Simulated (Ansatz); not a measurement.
A nudged elastic band was laid between two geometries of CH10AlBSi2 (15 atoms, charge 0, multiplicity 1).

These are results of RKS revPBE-D4/6-31G* in Ansatz 0.2.0, not measurements.

```json
{
 "movable images": "7",
 "climbing image": "yes",
 "spring": "5.0 eV/Å²",
 "optimiser": "quadratic models (default)",
 "start path": "through a guess of the saddle point",
 "force threshold": "0.03 eV/Å",
 "iteration limit": "60",
 "end points": "relaxed"
}
```

Image 0:

```xyz
15
Properties=species:S:1:pos:R:3
C -1.467 -0.173 1.067
B -0.031 -0.327 1.707
Si 1.472 -1.009 0.557
Si 1.464 0.630 -1.158
Al -0.900 0.803 -1.821
H -1.607 -0.621 0.057
H -1.739 0.903 1.034
H -2.245 -0.627 1.713
H 0.121 0.084 2.833
H 2.820 -1.231 1.184
H 1.044 -2.279 -0.136
H 2.376 0.178 -2.272
H 2.029 1.917 -0.614
H -1.585 -0.414 -2.621
H -1.774 2.116 -1.501
```

Image 8:

```xyz
15
Properties=species:S:1:pos:R:3
C -0.894 0.481 1.491
B -0.361 -0.487 0.318
Si 1.403 -1.358 0.584
Si 1.274 0.550 -0.781
Al -1.156 0.342 -1.628
H -0.068 0.948 2.056
H -1.460 -0.140 2.211
H -1.564 1.290 1.151
H -1.201 -1.093 -0.396
H 2.106 -1.187 1.893
H 1.893 -2.519 -0.222
H 1.829 0.316 -2.156
H 1.563 1.910 -0.232
H -1.132 -0.562 -2.950
H -2.255 1.460 -1.310
```

Task: Which bonds break or form, and what moves?

Result: Bonds formed: B2–Si4, B2–Al5. The dihedral C1–B2–Si3–H10 goes from -177 to 5°.

Task: What energy profile does the band end with?

Result: It converged. The highest image is number 4 of 0 to 8, 3.6 kcal/mol above the first end and 15.2 kcal/mol above the last; the last end lies 11.6 kcal/mol below the first. A vibrational analysis at the climbing image gives one clearly imaginary mode, 81i cm⁻¹, and a faint second one (21i cm⁻¹) that may be numerical noise or a soft torsion: probably a first-order saddle point.

| image | path coordinate (Å) | energy (kcal/mol) | B2–Si4 (Å) | B2–Al5 (Å) | dihedral C1–B2–Si3–H10 (°) |
| --- | --- | --- | --- | --- | --- |
| 0 | 0.00 | 0.0 | 3.37 | 3.81 | -177 |
| 1 | 1.75 | 0.7 | 3.40 | 4.02 | -155 |
| 2 | 3.50 | 1.8 | 3.56 | 4.40 | -133 |
| 3 | 5.25 | 2.9 | 3.69 | 4.57 | -107 |
| 4 | 7.00 | 3.6 | 3.71 | 4.42 | -64 |
| 5 | 8.80 | 2.1 | 3.58 | 3.64 | -30 |
| 6 | 10.61 | -1.2 | 3.35 | 3.01 | -4 |
| 7 | 12.40 | -4.2 | 2.89 | 2.73 | 11 |
| 8 | 14.20 | -11.6 | 2.23 | 2.26 | 5 |

Task: What is the geometry of the highest image?

Result: 
```xyz
15
Properties=species:S:1:pos:R:3
C -1.411 -1.016 2.359
B -0.640 -0.100 1.346
Si 0.885 -0.809 0.191
Si 1.672 0.700 -1.442
Al -0.231 1.603 -2.709
H -0.947 -1.986 2.599
H -2.385 -1.233 1.863
H -1.685 -0.492 3.294
H -1.019 1.046 1.220
H 2.014 -1.232 1.104
H 0.424 -2.075 -0.491
H 2.651 -0.010 -2.344
H 2.441 1.789 -0.738
H -1.079 0.636 -3.678
H -0.712 3.130 -2.545
```

The run took 4.1 min on 2 threads of INTEL(R) XEON(R) PLATINUM 8581C CPU @ 2.10GHz (Emerald Rapids), on a shared host, peak memory 0.19 GiB.
